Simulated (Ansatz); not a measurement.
# An elementary step

Start structure (Si$_{4}$H$_{13}$ClO$_{2}$, closed shell), relaxed at PBE0-D4/def2-TZVP:

Si1  (-0.577, -0.314, -0.035)
Si2  (0.783, -0.983, 1.760)
Si3  (-2.825, -0.460, 0.622)
Si4  (-0.202, -1.733, -1.857)
O5  (-0.196, 1.239, -0.563)
H6  (2.128, 2.571, 0.402)
Cl7  (1.544, 2.986, 1.530)
H8  (1.518, 1.569, -1.191)
O9  (2.433, 1.879, -1.051)
H10  (2.222, -0.816, 1.426)
H11  (0.469, -0.215, 2.993)
H12  (0.505, -2.425, 2.012)
H13  (-3.113, 0.511, 1.713)
H14  (-3.084, -1.836, 1.126)
H15  (-3.742, -0.183, -0.516)
H16  (-0.505, -3.127, -1.433)
H17  (1.217, -1.659, -2.302)
H18  (-1.081, -1.377, -3.004)
H19  (-0.137, 1.899, 0.143)
H20  (2.641, 2.474, -1.776)
(Å)

The step: Si₄H₁₀O ([OH][Si]([SiH3])([SiH3])[SiH3]) + HCl + H₂O → Si₃H₈O ([OH][SiH]([SiH3])[SiH3]) + SiH₄O ([OH][SiH3]) + HCl; bonds formed: Si1–H8, Si2–O9; bonds broken: Si1–Si2, H8–O9. Computed with Ansatz 0.2.0 (basis: def2-TZVPP and def2-QZVPP); correlated methods freeze the cores. Extrapolation: Hartree–Fock as exp(−7.88 √X), correlation as X^−2.97. Energies below are by CCSD(T) at an estimated basis limit (MP2 extrapolated from triple and quadruple zeta, plus CCSD(T) − MP2 in triple zeta).

Q: What are the electronic barrier and the energy of the step, from the start structure to the end structure? (An estimate is asked for; the value comes from the calculation.)

A: By the calculation: Barrier 39.07 kcal/mol; step energy -15.72 kcal/mol (downhill); reverse barrier, their difference, 54.79 kcal/mol. Barrier and step energy count from the start structure, the reverse barrier from the end structure.

The saddle point: One imaginary mode of 996i cm⁻¹.
| pair | start (Å) | saddle (Å) | end (Å) |
| --- | --- | --- | --- |
| Si1–H8 | 3.04 | 1.94 | 1.51 |
| Si2–O9 | 4.34 | 2.89 | 1.67 |
| Si1–Si2 | 2.35 | 2.56 | 4.74 |
| H8–O9 | 0.98 | 1.42 | 2.73 |

Zero-point energy (harmonic, PBE0-D4): ZPE is 77.78 kcal/mol at the start and 76.86 kcal/mol at the saddle, so the barrier goes from 39.07 to 38.15 kcal/mol.

T1 diagnostic: at most 0.015.

Labels in which every atom is bracketed show which atoms are joined, not bond orders.

For scale, one of the runs: CCSD(T)/def2-TZVPP, 454 basis functions, launched by `ansatz run in.yaml --threads 4 --pin off --events-out ev --progress --plain --max-ram 46080MiB --backend cuda --devices 0, --max-vram 37GiB`. Hardware: 4 CPU threads of an AMD EPYC 7R13 and a share of one NVIDIA H100, shared host. Wall time 20 s; peak host memory 1.3 GiB.
